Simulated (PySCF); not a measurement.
GeF₂, SMILES [F][Ge][F] (connectivity only; charge and spin as stated), neutral, multiplicity 1. Heavy atoms are numbered as in [Ge:1]([F:2])[F:3].

Coordinates come from a B3LYP-D3(BJ)/def2-TZVP optimisation. The isomer is the one that the SMILES or the coordinates give; other isomers of the formula were not compared.

Computed with PySCF with KT2/pcSseg-2.

GIAO shieldings, no solvent; atoms alike by connectivity are averaged. δ = σ(ref) − σ: ⁷³Ge against GeH4 (σ = 1672.1 ppm); ¹⁹F against CFCl3 (σ = 125.1 ppm), references at their B3LYP-D3(BJ)/def2-TZVP geometries, non-relativistic.

Computed chemical shifts:
| nucleus | atoms | count | δ (ppm) |
|---|---|---|---|
| ⁷³Ge | Ge1 | 1 | 310.5 |
| ¹⁹F | F2 | 2 | 56.9 |
